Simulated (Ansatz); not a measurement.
One change: `N#CBCl` becomes `N#[C][GaH][Cl]`.

Ansatz, PBE0-D4/def2-TZVP geometries, multiplicity 1. 

Scalar relativity is left out up to krypton.

```csv
property,`N#CBCl`
size of the dipole moment (PBE/def2-TZVPP) / D,2.54
"ideal-gas entropy at 298 K and 1 bar (rigid rotor, harmonic PBE0-D4/def2-TZVP) / J/(mol·K)",287
HOMO–LUMO gap (PBE0/def2-TZVPP) / eV,6.50
HOMO energy (PBE/def2-TZVPP) / eV,-8.22
size of the dipole moment (ωB97M-V/def2-TZVPP) / D,2.62
HOMO energy (PBE0/def2-TZVPP) / eV,-9.68
```

Problem. What does the change do to each property? (Estimate.)

Solution. Ansatz gave: 
| property | `N#[C][GaH][Cl]` | shift |
| --- | --- | --- |
| size of the dipole moment (PBE/def2-TZVPP) / D | 3.07 | 0.53 |
| ideal-gas entropy at 298 K and 1 bar (rigid rotor, harmonic PBE0-D4/def2-TZVP) / J/(mol·K) | 322 | 35 |
| HOMO–LUMO gap (PBE0/def2-TZVPP) / eV | 6.75 | 0.25 |
| HOMO energy (PBE/def2-TZVPP) / eV | -7.98 | 0.24 |
| size of the dipole moment (ωB97M-V/def2-TZVPP) / D | 3.22 | 0.60 |
| HOMO energy (PBE0/def2-TZVPP) / eV | -9.41 | 0.27 |

With PBE0 the HOMO rises by 0.27 eV and the LUMO rises by 0.52 eV, so the gap widens by about 0.25 eV. PBE moves the HOMO by 0.24 eV and ωB97M-V by 0.29 eV. Dipoles are sizes alone; their direction can turn.
